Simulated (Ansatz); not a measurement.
```yaml
crystal:
  periodic: [false, false, false]
  atoms:
    - {symbol: C, position_ang: [-1.059666, 1.605774, 1.485400]}
    - {symbol: C, position_ang: [-1.607017, 1.080667, 0.392463]}
    - {symbol: Si, position_ang: [-0.702065, -0.076496, -0.749118]}
    - {symbol: N, position_ang: [0.678508, -0.693467, 0.064102]}
    - {symbol: C, position_ang: [1.835095, -1.239855, -0.613179]}
    - {symbol: H, position_ang: [-0.030540, 1.391414, 1.760131]}
    - {symbol: H, position_ang: [-1.608376, 2.270671, 2.147042]}
    - {symbol: H, position_ang: [-2.642264, 1.331984, 0.164093]}
    - {symbol: H, position_ang: [-0.196328, 0.606789, -1.972829]}
    - {symbol: H, position_ang: [-1.688731, -1.102394, -1.213881]}
    - {symbol: H, position_ang: [0.534222, -1.085696, 0.982022]}
    - {symbol: H, position_ang: [1.738042, -2.303955, -0.865909]}
    - {symbol: H, position_ang: [2.736727, -1.118694, -0.005357]}
    - {symbol: H, position_ang: [1.999693, -0.695842, -1.546182]}
basis:
  gaussian: {orbitals: def2-SVPD}
hamiltonian: {xc: {name: B2PLYP}, pseudopotentials: {relativity: none}}
output: {forces: true}
```

```sh
$ ansatz run in.yaml --threads 4 --pin off --events-out ev --progress --plain --max-ram 10444MiB
```

Output, abridged:

```
Functional definition: B2PLYP
1743 factors; integrals over basis functions are off by at most 1.0e-3 eV
mean field evaluation 1: about -12598.9456 eV, gradient 4.8e1 eV
mean field evaluation 2: about -12599.0942 eV, gradient 4.8e1 eV
mean field evaluation 4: about -12604.3704 eV, gradient 5.1e0 eV
mean field evaluation 8: about -12604.4270 eV, gradient 2.2e-1 eV
mean field evaluation 16: about -12604.4272 eV, gradient 1.2e-4 eV
mean field -12604.42716483 eV, -463.2041547197 hartree, gradient 6.0e-6 eV, S^2 0.000000; 0 other end points of the search recorded, 0 dependent functions left out
9 core orbitals not correlated: weight in the atoms' cores, before any rotation towards them, 1.000 or more for the frozen orbitals, at most 0.000 for the correlated occupied ones
reference -12604.42734966 eV, -463.2041615123 hartree; 15, 15 occupied and 152, 152 virtual orbitals, 1743 factors
second order -23.88293784 eV of doubles, -0.00000000 eV of singles
Total energy: -12610.87574288 eV, -463.4411355922 hartree
Atom 0 at    -1.059666     1.605774     1.485400 Å, force     0.225467     0.285547     0.565485 eV/Å
Atom 1 at    -1.607017     1.080667     0.392463 Å, force    -0.268959    -0.242621    -0.505088 eV/Å
Atom 2 at    -0.702065    -0.076496    -0.749118 Å, force    -0.453535     0.110262    -0.503264 eV/Å
Atom 3 at     0.678508    -0.693467     0.064102 Å, force     0.286757    -0.124595     0.220923 eV/Å
Atom 4 at     1.835095    -1.239855    -0.613179 Å, force     0.154086    -0.043548    -0.045715 eV/Å
Atom 5 at    -0.030540     1.391414     1.760131 Å, force     0.197705    -0.026464     0.061079 eV/Å
Atom 6 at    -1.608376     2.270671     2.147042 Å, force    -0.099062     0.125796     0.120749 eV/Å
Atom 7 at    -2.642264     1.331984     0.164093 Å, force    -0.203869     0.069310    -0.024625 eV/Å
Atom 8 at    -0.196328     0.606789    -1.972829 Å, force     0.000989     0.001276    -0.008327 eV/Å
Atom 9 at    -1.688731    -1.102394    -1.213881 Å, force     0.000143    -0.016881    -0.010105 eV/Å
Atom 10 at     0.534222    -1.085696     0.982022 Å, force    -0.019256    -0.058731     0.232880 eV/Å
Atom 11 at     1.738042    -2.303955    -0.865909 Å, force    -0.018362    -0.180283    -0.041346 eV/Å
Atom 12 at     2.736727    -1.118694    -0.005357 Å, force     0.155551     0.011938     0.104001 eV/Å
Atom 13 at     1.999693    -0.695842    -1.546182 Å, force     0.042343     0.088992    -0.166647 eV/Å
Dipole moment:     0.101140    -0.087076     0.178854 e Å
```

Run time 5.5 s (4 threads of an Intel Xeon 6975P-C on a shared host); peak host memory 0.67 GiB.
